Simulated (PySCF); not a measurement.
**Highest orbital energy against ionisation energy along group 15**

Calculated with PySCF 2.14, no spin-orbit coupling. Each cell gives −ε(HOMO) / ΔSCF in eV; NIST values include spin-orbit coupling, (s) semi-empirical, (t) theoretical.

| species | UHF | LDA | PBE | PBE0 | r2SCAN | NIST (lowest levels) |
| --- | --- | --- | --- | --- | --- | --- |
| N⁺ (x2c-QZVPPall, spin-free X2C) | 30.377 / 29.203 | 22.003 / 30.056 | 22.017 / 29.897 | 24.238 / 29.907 | 22.795 / 30.133 | 29.601 (s) |
| P⁺ (x2c-QZVPPall, spin-free X2C) | 19.722 / 19.156 | 14.907 / 19.811 | 14.972 / 19.770 | 16.320 / 19.808 | 15.402 / 19.937 | 19.769 (s) |
| As⁺ (x2c-QZVPPall, spin-free X2C) | 18.447 / 17.979 | 14.047 / 18.661 | 14.019 / 18.502 | 15.295 / 18.556 | 14.453 / 18.724 | 18.589 |
| Sb⁺ (x2c-QZVPPall, spin-free X2C) | 16.399 / 16.002 | 12.641 / 16.671 | 12.567 / 16.474 | 13.695 / 16.537 | 12.943 / 16.649 | 16.626 ± 0.025 |
| Bi⁺ (x2c-QZVPPall, spin-free X2C) | 15.697 / 15.328 | 12.132 / 16.006 | 12.017 / 15.780 | 13.103 / 15.842 | 12.383 / 15.927 | 16.703 |

Problem. How far is −ε(HOMO) from ΔSCF on average for each method, and why?

Solution. UHF 0.59 eV; LDA -5.10 eV; PBE -4.97 eV; PBE0 -3.60 eV; r2SCAN -4.68 eV. Hartree-Fock orbital energies lack relaxation and so exceed the ΔSCF value; semilocal functionals have convex E(N) from self-interaction, so their HOMO lies far too high; exact exchange moves hybrids part of the way back.
